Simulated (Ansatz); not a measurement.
This triplet is an excited state, 2.40 eV above the relaxed singlet at the level frozen-core CCSD(T)/cc-pVTZ // PBE0-D3(BJ)/def2-TZVP (Ansatz, a quantum-chemistry and plane-wave program).

Species: CH₄N₂, SMILES `N[C]N` (excited triplet) (charge 0, multiplicity 3).

### Question
Give a relaxed geometry from PBE0-D3(BJ)/def2-TZVP (Ansatz).

### Answer
One answer among several that fit: the end point of this relaxation, one of several conformers (outside a Z-matrix the atoms follow the SMILES, hydrogens last).
Bonded distances (Å): N1–C2 1.377, N1–H4 1.008, N1–H5 1.018, C2–N3 1.377, N3–H6 1.008, N3–H7 1.018. Bond angles (°): C2–N1–H4 114.1, C2–N1–H5 116.0, H4–N1–H5 110.7, N1–C2–N3 123.6, C2–N3–H6 114.1, C2–N3–H7 116.0, H6–N3–H7 110.7.
